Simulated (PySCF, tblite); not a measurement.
Isomers of C6H2N (doublet state). Level: GFN2-xTB in tblite, geometry and Hessian alike; calculated harmonic values, unscaled, isolated species. Errors from tens to a few hundred cm⁻¹ against measured bands are possible. One conformer each. Open shells enter through the occupations alone, without spin polarisation, and single modes of such species can be off by tens of per cent.

Electronic energies: B3LYP/pcH-1 single points on the GFN2-xTB geometries (PySCF, gas phase).

| SMILES | electronic energy, lowest = 0 (kJ/mol) |
| --- | --- |
| C=C=[C]C#CC#N | 0.0 |
| [CH]=C=CC#CC#N | 24.4 |
| C#CC#C[CH]C#N | 15.4 |

How do GFN2-xTB zero-point energies change the relative energies?

| SMILES | ZPE (kJ/mol) | of it from modes above 1550 cm⁻¹ | electronic (kJ/mol) | with ZPE, lowest = 0 (kJ/mol) | lowest mode (cm⁻¹) | rings |
| --- | --- | --- | --- | --- | --- | --- |
| C=C=[C]C#CC#N | 129.5 | 75.7 | 0.0 | 0.0 | 73 | 0 |
| C#CC#C[CH]C#N | 131.1 | 77.9 | 15.4 | 17.0 | 72 | 0 |
| [CH]=C=CC#CC#N | 131.4 | 77.8 | 24.4 | 26.3 | 70 | 0 |

The zero-point energies span 1.9 kJ/mol, from `C=C=[C]C#CC#N` to `[CH]=C=CC#CC#N`. The order is unchanged.

And how do the electronic energies of GFN2-xTB itself compare?

`C=C=[C]C#CC#N` 0.0; `C#CC#C[CH]C#N` 6.7; `[CH]=C=CC#CC#N` 12.6 kJ/mol, lowest = 0. Against the energies above, taken from the same isomer `C=C=[C]C#CC#N`, the largest difference is 11.8 kJ/mol.

What do entropy and thermal enthalpy add at 298.15 K and 1 bar (rigid rotor, harmonic oscillator, one conformer each)?

```
        SMILES  point group  symmetry number  S (J/(mol K))  H − H(0) (kJ/mol)  ZPE + H − H(0) − TS (kJ/mol)
 C=C=[C]C#CC#N          C2v                2          353.6              23.41                          47.5
 C#CC#C[CH]C#N           Cs                1          359.2              22.31                          46.3
[CH]=C=CC#CC#N           Cs                1          359.6              22.24                          46.4
```

S holds R ln(2S + 1) for the spin.
